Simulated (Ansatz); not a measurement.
```yaml
atoms:
  - { symbol: H, position_ang: [-0.0156, -0.0205, -0.7814] }
  - { symbol: F, position_ang: [0.0308, 0.0293, 0.1029] }
```

Basis set: aug-cc-pVDZ (spherical functions). Left uncorrelated: 1 orbital. Charge 0, multiplicity 1.

Computed with Ansatz (development build ahead of 0.2.0); each method stands on the lowest determinant of its kind that the runs found. Restricted open shells among the atoms or ions are ROHF, correlated in semicanonical orbitals with singles.

Question: Give the atomization energy at this shape (free ground-state atoms in the same class of orbitals less the molecule, no zero-point energy) of singlet HF by RHF-MP2, RHF.

Answer:

```csv
method,atomization energy
RHF-MP2,137.39 kcal/mol
RHF,98.64 kcal/mol
```
